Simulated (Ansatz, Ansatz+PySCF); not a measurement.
```xyz
12

C     1.4000    0.0000    0.0000
C     0.7000    1.2124    0.0000
C    -0.7000    1.2124    0.0000
C    -1.4000    0.0000    0.0000
C    -0.7000   -1.2124    0.0000
C     0.7000   -1.2124    0.0000
H     2.4850    0.0000    0.0000
H     1.2425    2.1521    0.0000
H    -1.2425    2.1521    0.0000
H    -2.4850    0.0000    0.0000
H    -1.2425   -2.1521    0.0000
H     1.2425   -2.1521    0.0000
```

Basis set: def2-SVP (spherical functions). Charge 0, multiplicity 1.

Computed with Ansatz (development build ahead of 0.2.0); each method stands on the lowest determinant of its kind that the runs found. Restricted functionals stand beside restricted open-shell atoms, which can lie above the unrestricted atoms usual in DFT and then raise those values.

The atomization energy at this shape (free ground-state atoms in the same class of orbitals less the molecule, no zero-point energy) of singlet C6H6:

```
            method  atomization energy
ωB97X (restricted)    1391.10 kcal/mol
 PBE0 (restricted)    1409.22 kcal/mol
               UHF    1049.13 kcal/mol
               RHF    1062.12 kcal/mol
```

Problem. What does PBE0 (unrestricted) give?

Solution. 1403.11 kcal/mol. Caution for UHF: the unrestricted determinant is spin contaminated.

The shape needn't be a minimum at these levels.
